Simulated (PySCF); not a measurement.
Method: PySCF 2.14.0 with B3LYP-D3(BJ)/def2-TZVP // PBE0-D4/def2-TZVP. All species are isolated molecules in the gas phase. B3LYP has the VWN-RPA correlation part, as in Gaussian. Excitations are Tamm–Dancoff values on a coarser integration grid. The basis has no diffuse functions, so Rydberg states are missing or too high.

Reference species (SMILES): `BrBBr` (neutral, multiplicity 1).

| Item | Value |
|---|---|
| S1 excitation (TDA) | 4.82 eV |
| S1–T1 gap (TDA) | 0.17 eV |
| LUMO | -2.20 eV |
| S1 oscillator strength | 0.000 |

Changed species: `BrB` (2 of 3 Br replaced by H; the reference has 1 of 3 Br replaced by H).

Question: Give the shifts of the S1 excitation (TDA), S1–T1 gap (TDA), LUMO and S1 oscillator strength.

Answer: the S1 excitation (TDA) falls by 0.37 eV, to 4.45 eV; the S1–T1 gap (TDA) rises by 0.13 eV, to 0.30 eV; the LUMO stays essentially unchanged; the S1 oscillator strength stays essentially unchanged.
